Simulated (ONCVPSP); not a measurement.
phosphorus (P): ONCV pseudisation with PBE, scalar-relativistic reference atom.

The input file (ONCVPSP 4.0.1):

```
# ATOM AND REFERENCE CONFIGURATION
# atsym  z   nc   nv     iexc    psfile
  P 15.00    3    2        4      upf
#
#   n    l    f
    1    0    2.00
    2    0    2.00
    2    1    6.00
    3    0    2.00
    3    1    3.00
#
# PSEUDOPOTENTIAL AND OPTIMIZATION
# lmax
    2
#
#   l,   rc,      ep,       ncon, nbas, qcut
    0    1.60    0.00    4    7    5.10
    1    1.85    0.00    4    7    4.30
    2    1.40    0.02    4    7    6.10
#
# LOCAL POTENTIAL
# lloc, lpopt,  rc(5),   dvloc0
    4    5    0.95    3.00
#
# VANDERBILT-KLEINMAN-BYLANDER PROJECTORs
# l, nproj, debl
    0    2    2.50
    1    2    2.10
    2    2    3.40
#
# MODEL CORE CHARGE
# icmod, fcfact, rcfact
    3    3.00    1.00
#
# LOG DERIVATIVE ANALYSIS
# epsh1, epsh2, depsh
   -2.00    5.00    0.02
#
# OUTPUT GRID
# rlmax, drl
    6.00    0.01
#
# TEST CONFIGURATIONS
# ncnf
    4
# nvcnf
#   n    l    f
    2
    3    0    2.00
    3    1    2.00
#
    2
    3    0    2.00
    3    1    1.00
#
    2
    3    0    2.00
    3    1    0.00
#
    2
    3    0    1.00
    3    1    3.00
#
```

Command:

```bash
oncvpsp.x < P.dat > P.out
```

The program printed (shortened: citation, most of the input echo, consistency checks and plot data are left out):

```
ONCVPSP  (Optimized Norm-Conservinng Vanderbilt PSeudopotential)
scalar-relativistic version 4.0.1

#   n    l    f        energy (Ha)
    1    0    2.00    -7.6591891E+01
    2    0    2.00    -6.3940627E+00
    2    1    6.00    -4.5750485E+00
    3    0    2.00    -5.1336413E-01
    3    1    3.00    -2.0237180E-01

Reference configufation results
  iterations    26
  all-electron total energy (Ha)   -3.41902143D+02

Begin loop to  construct optimized pseudo wave functions
and semi-local pseudopoentials for all angular momenta

   Wellstate for l =  0  n =  5
     eigenvalue =   1.9866
     asymptotic potential =   2.4866
     half-point radius =  3.7401

Calculating optimized projector #   1

 for l=   0

    Fraction of norm inside rc  0.380872
    Optimizing pswf for qcut=   5.10 a_B^-1,  ecut=  13.01 Ha
    Residual kinetic energy error=  1.28D-04 Ha

    Energy error per electron        Cutoff
         Ha          eV             Ha
         0.01000     0.27211        7.31
         0.00100     0.02721       10.51
         0.00010     0.00272       13.98
         0.00001     0.00027       37.17

Calculating optimized projector #   2

 for l=   0

    Fraction of norm inside rc  0.098856
    Optimizing pswf for qcut=   5.10 a_B^-1,  ecut=  13.01 Ha
    Residual kinetic energy error=  4.59D-04 Ha

    Energy error per electron        Cutoff
         Ha          eV             Ha
         0.01000     0.27211        8.66
         0.00100     0.02721       11.86
         0.00010     0.00272       29.24
         0.00001     0.00027       65.42

   Wellstate for l =  1  n =  5
     eigenvalue =   1.8976
     asymptotic potential =   2.3976
     half-point radius =  4.0904

Calculating optimized projector #   1

 for l=   1

    Fraction of norm inside rc  0.351202
    Optimizing pswf for qcut=   4.30 a_B^-1,  ecut=   9.26 Ha
    Residual kinetic energy error=  1.47D-04 Ha

    Energy error per electron        Cutoff
         Ha          eV             Ha
         0.01000     0.27211        2.96
         0.00100     0.02721        4.34
         0.00010     0.00272       10.64
         0.00001     0.00027       36.87

Calculating optimized projector #   2

 for l=   1

    Fraction of norm inside rc  0.121382
    Optimizing pswf for qcut=   4.30 a_B^-1,  ecut=   9.26 Ha
    Residual kinetic energy error=  3.98D-04 Ha

    Energy error per electron        Cutoff
         Ha          eV             Ha
         0.01000     0.27211        4.68
         0.00100     0.02721        5.89
         0.00010     0.00272       14.14
         0.00001     0.00027       35.94

   Wellstate for l =  2  n =  3
     eigenvalue =   0.0200
     asymptotic potential =   0.5200
     half-point radius = 84.1717

   Wellstate for l =  2  n =  5
     eigenvalue =   3.4200
     asymptotic potential =   3.9200
     half-point radius =  3.1395

Calculating optimized projector #   1

 for l=   2

    Fraction of norm inside rc  0.000085
    Optimizing pswf for qcut=   6.09 a_B^-1,  ecut=  18.53 Ha
    Residual kinetic energy error=  1.19D-04 Ha

    Energy error per electron        Cutoff
         Ha          eV             Ha
         0.01000     0.27211        0.01
         0.00100     0.02721        0.32
         0.00010     0.00272       41.76

Calculating optimized projector #   2

 for l=   2

    Fraction of norm inside rc  0.136738
    Optimizing pswf for qcut=   6.09 a_B^-1,  ecut=  18.53 Ha
    Residual kinetic energy error=  3.35D-02 Ha

    Energy error per electron        Cutoff
         Ha          eV             Ha
         0.01000     0.27211       22.83
         0.00100     0.02721       46.44
         0.00010     0.00272       90.52
         0.00001     0.00027      107.02

Construct Vanderbilt / Kleinmman-Bylander projectors

B matrix Hermiticity error, ll=   0
   1   2   -1.2683E-04

  Orthonormal projector coefficients  6.9989E+00  6.8282E-01

B matrix Hermiticity error, ll=   1
   1   2   -8.3196E-05

  Orthonormal projector coefficients  3.1910E+00  4.3743E-01

B matrix Hermiticity error, ll=   2
   1   2   -2.2938E-06

  Orthonormal projector coefficients -5.5677E+00 -1.8559E+00

Model core correction analysis
  based on d2Exc/dn_idn_j

d2excae - all-electron derivatives

   -3.600912D-02   -2.855045D-02
   -2.855124D-02   -2.687748D-02

d2excps - pseudofunction derivatives with no core correction

   -3.841081D-02   -2.992347D-02
   -2.992558D-02   -2.758668D-02

rms 2nd derivative error    1.584698E-03

rmatch, rhocmatch    1.0408    1.2049

Teter function model core charge with specified parameters

d2excps - pseudofunction derivatives with core correction

   -3.814362D-02   -2.971642D-02
   -2.971901D-02   -2.742091D-02

rms 2nd derivative error    1.376097E-03

Pseudoatom total energy   -6.405411

Diagnostic tests using Vanderbilt-Kleinman-Bylander pseudopotentials
  1 or more projectors used as specified by nproj input data

   l    rcore       rmatch      e in        delta e   norm test  slope test

   0   1.6011794   1.6497947  -0.5133641  -0.0000033   1.0000300   1.0000747
   0   1.6011794   1.6497947   1.9866359   0.0000005   1.0002193   1.0002193

   1   1.8594715   1.9159291  -0.2023718  -0.0000005   1.0000206   1.0000550
   1   1.8594715   1.9159291   1.8976282   0.0000039   1.0001567   1.0001567

   2   1.4037327   1.4463531   0.0200000   0.0000128   1.0000452   1.0000452
   2   1.4037327   1.4463531   3.4200000  -0.0000030   1.0002178   1.0002178

 Testing for bound ghosts
   n   l    E NL Schr. Eq   E Basis Diag.   E Cutoff

   1   0       -0.513367       -0.507659     72.81

   2   1       -0.202372       -0.192992     63.88

 Testing for highly-localized positive-energy ghosts
       l    <radius>/rc     E Basis Diag.   E Cutoff

       0        0.902412        5.456743     72.81  WARNING - GHOST(+)

Test configuration 0

   n   l     f        eae           eps        diff
   1   0  2.0000  -76.59189075
   2   0  2.0000   -6.39406272
   2   1  6.0000   -4.57504848
   3   0  2.0000   -0.51336413   -0.51336747   -3.34D-06
   3   1  3.0000   -0.20237180   -0.20237231   -5.12D-07

    Total energies and differences
      AE_ref= -3.41902143D+02  AE_tst= -3.41902143D+02  dif=  0.00D+00
      PS_ref= -6.40541119D+00  PS_tst= -6.40541119D+00  dif= -1.33D-14
      PSP excitation error=  1.33D-14

Test configuration 1

   n   l     f        eae           eps        diff
   1   0  2.0000  -76.99054902
   2   0  2.0000   -6.78485345
   2   1  6.0000   -4.96658816
   3   0  2.0000   -0.85579034   -0.85574909    4.12D-05
   3   1  2.0000   -0.52239719   -0.52242589   -2.87D-05

    Total energies and differences
      AE_ref= -3.41902143D+02  AE_tst= -3.41544589D+02  dif=  3.58D-01
      PS_ref= -6.40541119D+00  PS_tst= -6.04781713D+00  dif=  3.58D-01
      PSP excitation error= -4.04D-05

Test configuration 2

   n   l     f        eae           eps        diff
   1   0  2.0000  -77.48150135
   2   0  2.0000   -7.25895834
   2   1  6.0000   -5.44219278
   3   0  2.0000   -1.24787342   -1.24743671    4.37D-04
   3   1  1.0000   -0.89209700   -0.89192503    1.72D-04

    Total energies and differences
      AE_ref= -3.41902143D+02  AE_tst= -3.40840950D+02  dif=  1.06D+00
      PS_ref= -6.40541119D+00  PS_tst= -5.34417414D+00  dif=  1.06D+00
      PSP excitation error= -4.39D-05

Test configuration 3

   n   l     f        eae           eps        diff
   1   0  2.0000  -78.05541584
   2   0  2.0000   -7.80532563
   2   1  6.0000   -5.99094681
   3   0  2.0000   -1.67625132   -1.67422768    2.02D-03

    Total energies and differences
      AE_ref= -3.41902143D+02  AE_tst= -3.39748055D+02  dif=  2.15D+00
      PS_ref= -6.40541119D+00  PS_tst= -4.25183100D+00  dif=  2.15D+00
      PSP excitation error=  5.07D-04

Test configuration 4

   n   l     f        eae           eps        diff
   1   0  2.0000  -77.04632613
   2   0  2.0000   -6.83943225
   2   1  6.0000   -5.02065518
   3   0  1.0000   -0.88118621   -0.88076477    4.21D-04
   3   1  3.0000   -0.54429044   -0.54415940    1.31D-04

    Total energies and differences
      AE_ref= -3.41902143D+02  AE_tst= -3.41209421D+02  dif=  6.93D-01
      PS_ref= -6.40541119D+00  PS_tst= -5.71281795D+00  dif=  6.93D-01
      PSP excitation error=  1.28D-04
```

The run took about 2.6 s on one core of a shared server CPU.
